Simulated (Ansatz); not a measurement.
Ansatz (an electronic-structure program) input file for Au(Cl)(CO) (CAuClO), SMILES [O+]#[C-]->[Au][Cl], multiplicity 1, PBE0-D3(BJ)/def2-SVP. 

Ansatz 0.2 input:
```yaml
crystal:
  periodic: [false, false, false]
  atoms:
    - {symbol: Au, position_ang: [0.00339816, 0.01964081, -0.00000000]}
    - {symbol: Cl, position_ang: [-0.00937905, -2.15212184, 0.00000000]}
    - {symbol: O, position_ang: [-0.01614636, 2.98704670, -0.00000000]}
    - {symbol: C, position_ang: [0.00336003, 1.85634568, 0.00000000]}
basis:
  gaussian:
    orbitals: def2-SVP
hamiltonian:
  xc: pbe0
  dispersion: d3bj
relax: {f_tol: 0.002, max_steps: 200}
```

Output:

```
WARN ansatz: RAYON_NUM_THREADS=1 ignored (pool sized by the plan → 1); use --threads N
Functional definition: PBE0
integrals: 0.03 GiB planned
842 factors; integrals over basis functions are off by at most 4.4e-4 eV
mean field: 0.27 GiB planned
mean field evaluation 1: about -19286.0357 eV, gradient 2.8e1 eV
mean field evaluation 2: about -19281.7586 eV, gradient 5.7e1 eV
mean field evaluation 4: about -19287.5574 eV, gradient 1.9e0 eV
mean field evaluation 8: about -19287.6691 eV, gradient 6.3e-2 eV
mean field evaluation 16: about -19287.6692 eV, gradient 6.5e-5 eV
mean field -19287.66916436 eV, -708.8087681386 hartree, gradient 6.5e-5 eV, S^2 0.000000; 0 other end points of the search recorded, 0 dependent functions left out
the calculation of the forces begins
reference -19287.66918943 eV, -708.8087690598 hartree; 25, 25 occupied and 53, 53 virtual orbitals, 842 factors
relax step   1: F+E_penalty+E_count = -19287.75507893 eV  Δ(F+E_penalty+E_count) = +0.000e0 eV  max|allowed force component| = 1.696e0 eV/Å  Δτ_max = 0.0000 Å  (29 SCF iters, accepted)
these checks for a lower state are left out or cut short: starts, cluster_reference, orbital_swaps, neighbouring_geometries, increment
integrals: 0.03 GiB planned
842 factors; integrals over basis functions are off by at most 4.6e-4 eV
mean field: 0.27 GiB planned
mean field -19287.77735355 eV, -708.8127440181 hartree, gradient 1.2e-5 eV, S^2 0.000000; 0 other end points of the search recorded, 0 dependent functions left out
the calculation of the forces begins
reference -19287.77737862 eV, -708.8127449393 hartree; 25, 25 occupied and 53, 53 virtual orbitals, 842 factors
relax step   2: F+E_penalty+E_count = -19287.86191166 eV  Δ(F+E_penalty+E_count) = -1.068e-1 eV  max|allowed force component| = 6.483e-1 eV/Å  Δτ_max = 0.0902 Å  (35 SCF iters, accepted)
these checks for a lower state are left out or cut short: starts, cluster_reference, orbital_swaps, neighbouring_geometries, increment
integrals: 0.03 GiB planned
842 factors; integrals over basis functions are off by at most 4.6e-4 eV
mean field: 0.27 GiB planned
mean field evaluation 32: about -19287.7824 eV, gradient 2.3e-5 eV
mean field -19287.78239760 eV, -708.8129293833 hartree, gradient 2.3e-5 eV, S^2 0.000000; 0 other end points of the search recorded, 0 dependent functions left out
the calculation of the forces begins
reference -19287.78242263 eV, -708.8129303032 hartree; 25, 25 occupied and 53, 53 virtual orbitals, 842 factors
relax step   3: F+E_penalty+E_count = -19287.86685273 eV  Δ(F+E_penalty+E_count) = -4.941e-3 eV  max|allowed force component| = 1.648e-1 eV/Å  Δτ_max = 0.0092 Å  (35 SCF iters, accepted)
these checks for a lower state are left out or cut short: starts, cluster_reference, orbital_swaps, neighbouring_geometries, increment
integrals: 0.03 GiB planned
842 factors; integrals over basis functions are off by at most 4.6e-4 eV
mean field: 0.27 GiB planned
mean field -19287.78292798 eV, -708.8129488745 hartree, gradient 2.3e-5 eV, S^2 0.000000; 0 other end points of the search recorded, 0 dependent functions left out
the calculation of the forces begins
reference -19287.78295300 eV, -708.8129497939 hartree; 25, 25 occupied and 53, 53 virtual orbitals, 842 factors
relax step   4: F+E_penalty+E_count = -19287.86734170 eV  Δ(F+E_penalty+E_count) = -4.890e-4 eV  max|allowed force component| = 1.848e-2 eV/Å  Δτ_max = 0.0070 Å  (35 SCF iters, accepted)
these checks for a lower state are left out or cut short: starts, cluster_reference, orbital_swaps, neighbouring_geometries, increment
integrals: 0.03 GiB planned
842 factors; integrals over basis functions are off by at most 4.6e-4 eV
mean field: 0.27 GiB planned
mean field -19287.78290336 eV, -708.8129479696 hartree, gradient 8.8e-6 eV, S^2 0.000000; 0 other end points of the search recorded, 0 dependent functions left out
the calculation of the forces begins
reference -19287.78292838 eV, -708.8129488891 hartree; 25, 25 occupied and 53, 53 virtual orbitals, 842 factors
relax step   5: F+E_penalty+E_count = -19287.86732029 eV  Δ(F+E_penalty+E_count) = +2.142e-5 eV  max|allowed force component| = 6.409e-2 eV/Å  Δτ_max = 0.0024 Å  (27 SCF iters, rejected (line search))
these checks for a lower state are left out or cut short: starts, cluster_reference, orbital_swaps, neighbouring_geometries, increment
integrals: 0.03 GiB planned
842 factors; integrals over basis functions are off by at most 4.6e-4 eV
mean field: 0.27 GiB planned
mean field -19287.78292847 eV, -708.8129488924 hartree, gradient 5.5e-5 eV, S^2 0.000000; 0 other end points of the search recorded, 0 dependent functions left out
the calculation of the forces begins
reference -19287.78295349 eV, -708.8129498118 hartree; 25, 25 occupied and 53, 53 virtual orbitals, 842 factors
relax step   6: F+E_penalty+E_count = -19287.86734456 eV  Δ(F+E_penalty+E_count) = -2.857e-6 eV  max|allowed force component| = 1.813e-4 eV/Å  Δτ_max = 0.0009 Å  (24 SCF iters, accepted)
integrals: 0.03 GiB planned
842 factors; integrals over basis functions are off by at most 4.6e-4 eV
mean field: 0.27 GiB planned
mean field evaluation 64: about -19287.7829 eV, gradient 4.6e-2 eV
mean field -19287.78292847 eV, -708.8129488924 hartree, gradient 5.5e-5 eV, S^2 0.000000; 1 other end points of the search recorded, 0 dependent functions left out
the calculation of the forces begins
reference -19287.78295349 eV, -708.8129498118 hartree; 25, 25 occupied and 53, 53 virtual orbitals, 842 factors
Total energy: -19287.86736958 eV, -708.8160520460 hartree
Atom 0 at    -0.004268     0.008064     0.000000 Å, force    -0.000069    -0.000080     0.000000 eV/Å
Atom 1 at    -0.003204    -2.244294    -0.000000 Å, force     0.000054     0.000181    -0.000000 eV/Å
Atom 2 at    -0.005999     3.039394     0.000000 Å, force     0.000071     0.000066    -0.000000 eV/Å
Atom 3 at    -0.005295     1.907748    -0.000000 Å, force    -0.000056    -0.000167    -0.000000 eV/Å
Dipole moment:    -0.000406     0.836427    -0.000000 e Å
```

The calculation finished and met its thresholds.

Cost: roughly 20 core-seconds.
